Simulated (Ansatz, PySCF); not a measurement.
The pair A = CH4O (SMILES CO) (first 6 atoms), B = H4OSi (SMILES O[SiH3]); geometry from B3LYP-D3(BJ)/def2-TZVP.
(charge 0, multiplicity 1):
```xyz
12

C     -0.06290     0.09152     0.18394
O     -0.99763     0.34783     1.23622
H     -0.10074    -0.95066    -0.14281
H      0.92528     0.29589     0.59031
H     -0.23886     0.75136    -0.66895
H     -1.88982     0.16803     0.92249
O     -0.05734    -1.03124     3.44645
Si     1.03718    -0.23707     4.37550
H     -0.47825    -0.54037     2.71679
H      2.12729     0.35983     3.55688
H      1.61961    -1.23112     5.30261
H      0.42423     0.86211     5.16544
```

Cores are frozen in the correlated methods.

The values were computed with Ansatz (a program for electronic structure); PySCF for the dispersion terms. Each number belongs to the level named beside it.

The monomers are drawn apart, rigid, along the line of their centres of mass. Counterpoise-corrected interaction energies (kcal/mol):

| level | R = 4.351 Å | R = 5.073 Å |
|---|---|---|
| PBE/def2-TZVPPD | -4.1172 | -1.9758 |
| PBE-D3(BJ)/def2-TZVPPD | -4.7229 | -2.2625 |
| wB97M-V/def2-TZVPPD | -4.4909 | -2.1757 |
| CCSD(T)/aug-cc-pV(D+d)Z | -4.4003 | -2.1437 |

### Question
R is the distance of the centres of mass. Find the local exponent m of E ∝ R⁻ᵐ between the two points.

### Answer

m = ln(E₁/E₂)/ln(R₂/R₁): PBE/def2-TZVPPD 4.8; PBE-D3(BJ)/def2-TZVPPD 4.8; wB97M-V/def2-TZVPPD 4.7; CCSD(T)/aug-cc-pV(D+d)Z 4.7. For scale, two fixed dipoles give m = 3, dipole and quadrupole 4, quadrupoles 5, and dispersion or dipole-induced dipole 6 at long range; at these distances several terms mix, and what is left of overlap and damping shifts m, so it need not match one of them.
